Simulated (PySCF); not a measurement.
H8N2Si2, SMILES N[SiH](N)[SiH3].

Geometry optimised at ωB97X-D3(BJ)/def2-SVP. Other conformers were not sampled.

Two levels are set side by side: PBE/def2-TZVP (PySCF) and HF/def2-TZVP (PySCF). Same geometry, gas phase. Differences are taken from unrounded values.

| quantity | PBE |
|---|---|
| orbital gap (eV) | 5.06 |
| highest occupied level (eV) | -5.62 |
| lowest empty level (eV) | -0.56 |
| dipole moment (D) | 1.33 |
| mean polarisability (bohr³) | 75.4 |

**Question.** These are the PBE values. What does HF give? (An estimate is asked for; the answer gives what the named calculation found.)

**Answer.** 
| quantity | HF | PBE minus HF |
|---|---|---|
| orbital gap (eV) | 13.00 | -7.93 |
| highest occupied level (eV) | -9.85 | 4.23 |
| lowest empty level (eV) | 3.15 | -3.71 |
| dipole moment (D) | 1.08 | 0.26 |
| mean polarisability (bohr³) | 65.5 | 9.9 |

Without exact exchange PBE keeps part of each electron's self-repulsion, which lifts occupied levels and narrows the gap. PBE's more diffuse valence density responds more strongly to a field. Differences between two approximate levels are no errors against the true value.

Rough cost on one machine, each run with all the roots and properties that it gave: HF against PBE about 1/4.
